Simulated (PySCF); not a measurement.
Correlation energy of Ar²⁺ (argon, charge +2)

[Ne] 3s2 3p3 4s1, high-spin 5S determinant (an excited configuration). Computed with PySCF 2.14 in dyall-acv3z (19s12p6d4f, 113 functions), with no relativity, point nucleus. Frozen: [Ne]; 6 electrons correlated; the 23 highest virtual orbitals of each spin left out.

```json
{"level": "CCSD", "correlation energy (mhartree)": "-145.84"}
{"level": "(T)", "correlation energy (mhartree)": "-4.98"}
{"level": "CCSD(T)", "correlation energy (mhartree)": "-150.82"}
```

Diagnostics: T1 = 0.0087, D1 = 0.0295, largest double amplitude 0.056.

Task: Is a single reference adequate?

Result: Yes: T1 lies below 0.03 and no double amplitude reaches 0.07.
